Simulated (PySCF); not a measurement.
Computed IR spectrum (relative IR intensity) of a molecule C₃H₉Ge, multiplicity 2. Geometry optimised at PBE0-D3(BJ)/def2-SVP. One conformer was computed; it need not be the lowest. All values below come from PySCF with PBE0-D3(BJ)/def2-SVP. Frequencies are harmonic and unscaled.

Lines under 2 % of the strongest are left out, and lines within 2 cm⁻¹ are merged.

```csv
ν (cm⁻¹),relative intensity
532,4.2
559,22
586,22
842,100
875,22
892,16
965,2.2
1222,2.7
1441,3.9
1450,8.2
2103,80
2141,55
2147,79
2993,11
2997,22
3060,21
3140,13
```

**Question.** Pick the molecule that these values belong to.
A) C[C](C)[GeH3]
B) C[CH][CH2][GeH3]
C) [CH3][Ge]([CH3])[CH3]

**Answer.** A, C[C](C)[GeH3]
